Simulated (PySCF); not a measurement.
Harmonic spectrum computed at PBE0 in the def2-TZVP basis family (core potentials from Rb on, PySCF, no spin–orbit coupling):

```tsv
symmetry	ω (cm⁻¹)	IR (km/mol)
a'	722	10.8
a'	760	25.9
a'	2091	47.8
```

**Question.** Which molecule gave it? In each, all ligands are bound to the one heavy central atom.
A. HTiO (doublet)
B. HIO (singlet)
C. HScO (singlet)
D. HBrO (singlet)
E. HSnO (doublet)

**Answer.** B. It has Cs symmetry with I–H 1.653 Å, I–O 1.830 Å.
